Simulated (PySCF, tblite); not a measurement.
Isomers of C6H7FNS (doublet state). Method: GFN2-xTB as coded in tblite; computed harmonic values from a numerical Hessian at the method's own geometry, unscaled. Errors from tens to a few hundred cm⁻¹ against measured bands are possible. Modes of hydrogen on sulfur can be 10 to 20 % off. One conformer each. Open shells enter through the occupations alone, without spin polarisation, and single modes of such species can be off by tens of per cent.

Electronic energies: B3LYP/pcH-1 single points on the GFN2-xTB geometries (PySCF, gas phase).

```
                 SMILES  electronic energy, lowest = 0 (kJ/mol)
C=C/N=C1/C[C@H](F)[C]1S                                    90.9
      FC(=C=S)CN[C]1CC1                                   274.4
     FC(=C=S)[CH]NC1CC1                                   127.9
 C[C]1C(S)=CN=C[C@@H]1F                                     0.0
```

Q: How do GFN2-xTB zero-point energies change the relative energies?

A: 
```tsv
SMILES	ZPE (kJ/mol)	of it from modes above 1550 cm⁻¹	electronic (kJ/mol)	with ZPE, lowest = 0 (kJ/mol)	lowest mode (cm⁻¹)	rings
C[C]1C(S)=CN=C[C@@H]1F	292.7	131.1	0.0	0.0	13i	1
C=C/N=C1/C[C@H](F)[C]1S	292.3	132.5	90.9	90.4	61	1
FC(=C=S)[CH]NC1CC1	303.4	139.9	127.9	138.6	35	1
FC(=C=S)CN[C]1CC1	300.3	149.5	274.4	282.0	27	1
```

The zero-point energies span 11.1 kJ/mol, from `C=C/N=C1/C[C@H](F)[C]1S` to `FC(=C=S)[CH]NC1CC1`. Slightly imaginary modes are left out of the zero-point energy: `C[C]1C(S)=CN=C[C@@H]1F` 12.6i cm⁻¹. The order is unchanged.

Q: And how do the electronic energies of GFN2-xTB itself compare?

A: `C[C]1C(S)=CN=C[C@@H]1F` 0.0; `C=C/N=C1/C[C@H](F)[C]1S` 96.1; `FC(=C=S)[CH]NC1CC1` 137.2; `FC(=C=S)CN[C]1CC1` 257.0 kJ/mol, lowest = 0. Against the energies above, taken from the same isomer `C[C]1C(S)=CN=C[C@@H]1F`, the largest difference is 17.4 kJ/mol.

Q: What do entropy and thermal enthalpy add at 298.15 K and 1 bar (rigid rotor, harmonic oscillator, one conformer each)?

A: 
| SMILES | point group | symmetry number | S (J/(mol K)) | H − H(0) (kJ/mol) | ZPE + H − H(0) − TS (kJ/mol) |
| --- | --- | --- | --- | --- | --- |
| C=C/N=C1/C[C@H](F)[C]1S | C1 | 1 | 416.6 | 28.14 | 196.2 |
| FC(=C=S)[CH]NC1CC1 | Cs | 1 | 422.1 | 27.90 | 205.4 |
| FC(=C=S)CN[C]1CC1 | C1 | 1 | 438.3 | 29.37 | 199.0 |

S holds R ln(2S + 1) for the spin.

Not tabulated: `C[C]1C(S)=CN=C[C@@H]1F` (lowest mode only 13i cm⁻¹).
